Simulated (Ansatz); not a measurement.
Series B-XY, Y = H, computed as singlets and as triplets. Gas-phase values, no solvent. One relaxed conformer stands for each flexible species; it need not be the lowest. Strings in code marks are SMILES.

Quantity: adiabatic spin-state energy, in eV. The DFT solution of `[BH-]F`, `[BH2-]` and `[BH-]Cl` is unstable or spin-contaminated; the geometry comes from it. HF references are unrestricted for open shells and restricted for singlets. The restricted reference of `[BH2-]`, `[BH-]F`, `[BH-]Cl` and `[BH-]S` is unstable towards unrestricted orbitals.

Level 1: frozen-core CCSD(T)/aug-cc-pVQZ // PBE0-D3(BJ)/def2-TZVPD (Ansatz, a first-principles code)
Level 2: frozen-core CCSD(T)/aug-cc-pVDZ // PBE0-D3(BJ)/def2-TZVPD (Ansatz)
Level 3: BLYP/aug-cc-pVTZ // PBE0-D3(BJ)/def2-TZVPD (Ansatz)
Level 4: CAM-B3LYP/aug-cc-pVTZ // PBE0-D3(BJ)/def2-TZVPD (Ansatz)

```json
[
 {"species": "`[BH-]F`: multiplicity 3 minus multiplicity 1", "level 1": "0.67", "level 2": "(withheld)", "level 3": "0.50", "level 4": "(withheld)"},
 {"species": "`[BH2-]`: multiplicity 3 minus multiplicity 1", "level 1": "-0.019", "level 2": "-0.035", "level 3": "-0.068", "level 4": "(withheld)"},
 {"species": "`[BH-]Cl`: multiplicity 3 minus multiplicity 1", "level 1": "0.52", "level 2": "(withheld)", "level 3": "0.44", "level 4": "0.415"},
 {"species": "`[BH-]S`: multiplicity 3 minus multiplicity 1", "level 1": "0.67", "level 2": "0.64", "level 3": "0.73", "level 4": "0.59"}
]
```

What belongs in the gaps?


- `[BH-]F`: multiplicity 3 minus multiplicity 1, level 2: 0.64
- `[BH-]F`: multiplicity 3 minus multiplicity 1, level 4: 0.57
- `[BH2-]`: multiplicity 3 minus multiplicity 1, level 4: -0.089
- `[BH-]Cl`: multiplicity 3 minus multiplicity 1, level 2: 0.52
